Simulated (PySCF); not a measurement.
Identify the unknown among the candidates.

All candidates are C3H12N2Si2.

* Rotational structure: rotational constants A, B, C: 2.386, 1.726, 1.103 GHz [GFN2-xTB]
* UV, first state: lowest singlet excitation: 5.90 eV (210 nm, f = 0.005) [TDDFT CAM-B3LYP/def2-SVPD]
* Triplet: lowest triplet excitation (Tamm–Dancoff): 5.66 eV [TDA CAM-B3LYP/def2-SVPD]
* 1H NMR: chemical shifts (computed TMS as zero) by class: 5.41 (1 H), 4.94 (1 H), 4.89 (1 H), 3.00 (1 H), 2.88 (1 H), 2.85 (3 H), 0.08 (3 H), 0.01 (1 H) ppm [GIAO PBE0/pcSseg-1]
* 13C NMR: chemical shifts (computed TMS as zero) by class: 30.2 (1 C), 27.6 (1 C), 0.1 (1 C) ppm [GIAO PBE0/pcSseg-1]
* Dipole: 0.55 D [CAM-B3LYP/def2-SVPD]
* NMR, other nuclei: isotropic shieldings of nuclei other than C and H, by class: 246 (1 N), 255 (1 N), 356 (1 Si), 378 (1 Si) ppm [GIAO PBE0/pcSseg-1]

The electronic properties come from PySCF, for the isolated species, density fitting. Levels stand in brackets. One conformer (not necessarily the lowest) at the GFN2-xTB geometry, without solvent, vibrations or thermal averaging. Each NMR value is the plain mean over a class of atoms that symmetry, rotation or inversion makes alike.

Question: Which candidate is it?
A. `CN1[SiH2]CN[Si@H]1C`
B. `NC[C@H]1[SiH2]CN[SiH2]1`
C. `C=CCN[SiH2][SiH2]N`
D. `CCCN1[SiH2]N[SiH2]1`

Answer: A. It is `CN1[SiH2]CN[Si@H]1C`. Numbering: `[CH3:1][N:2]1[SiH2:3][CH2:4][NH:5][Si@H:6]1[CH3:7]`. Its formula, C3H12N2Si2, gives 1 degree of unsaturation: 1 ring and 0 π bonds in the structure found. 3 carbons fall into 3 classes; from least to most shielded: N-methyl carbon [C1] (30.2 ppm), ring sp3 carbon bound to nitrogen [C4] (27.6 ppm), Si-methyl carbon [C7] (0.1 ppm). Hydrogen classes from least to most shielded: 1 H on an SiH silicon, Si6 (5.41 ppm), 1 H on an SiH2 silicon, Si3 (4.94 ppm), 1 H on an SiH2 silicon, Si3 (4.89 ppm), 1 H on an sp3 carbon bound to nitrogen, C4 (3.00 ppm), 1 H on an sp3 carbon bound to nitrogen, C4 (2.88 ppm), 3 H on an N-methyl carbon, C1 (2.85 ppm), 3 H on an Si-methyl carbon, C7 (0.08 ppm), 1 H on a silicon-bound nitrogen, N5 (0.01 ppm). The other shieldings belong to: 246 ppm, silicon-bound nitrogen [N5]; 255 ppm, nitrogen bridging silicon atoms [N2]; 356 ppm, SiH silicon [Si6]; 378 ppm, SiH2 silicon [Si3]. The optimised geometry has point group C1 and is an asymmetric top.

The others, at the same levels:
- `C=CCN[SiH2][SiH2]N` fails: its computed 13C shifts are 147.9 (1 C), 119.4 (1 C), 55.8 (1 C) ppm, 1H shifts are 6.42 (1 H), 5.27 (1 H), 5.21 (1 H), 5.10 (2 H), 5.01 (2 H), 3.47 (2 H), -0.35 (2 H), -0.51 (1 H) ppm and rotational constant A is 6.107 GHz (against 2.386 GHz).
- `NC[C@H]1[SiH2]CN[SiH2]1` fails: its computed 13C shifts are 44.9 (1 C), 28.9 (1 C), 14.1 (1 C) ppm, 1H shifts are 5.06 (1 H), 4.93 (1 H), 4.48 (1 H), 4.46 (1 H), 3.65 (1 H), 2.82 (1 H), 2.77 (1 H), 2.68 (1 H), 1.13 (1 H), 0.95 (2 H), -0.24 (1 H) ppm and lowest singlet excitation is 5.70 eV (217 nm, f = 0.002) (against 5.90 eV).
- `CCCN1[SiH2]N[SiH2]1` fails: its computed 13C shifts are 47.6 (1 C), 32.2 (1 C), 13.5 (1 C) ppm, 1H shifts are 5.74 (4 H), 2.88 (2 H), 1.38 (2 H), 1.11 (3 H), -0.42 (1 H) ppm and rotational constant A is 2.811 GHz (against 2.386 GHz).

Each candidate is one conformer, not necessarily the lowest. The conformers computed, where there is a choice (atom-mapped SMILES and torsion angles):
- `[CH3:1][CH2:2][CH2:3][N:4]1[SiH2:5][NH:6][SiH2:7]1`: C1–C2–C3–N4 62°, C2–C3–N4–Si5 64°

The conformers of `CN1[SiH2]CN[Si@H]1C`, `C=CCN[SiH2][SiH2]N` and `NC[C@H]1[SiH2]CN[SiH2]1` aren't listed.
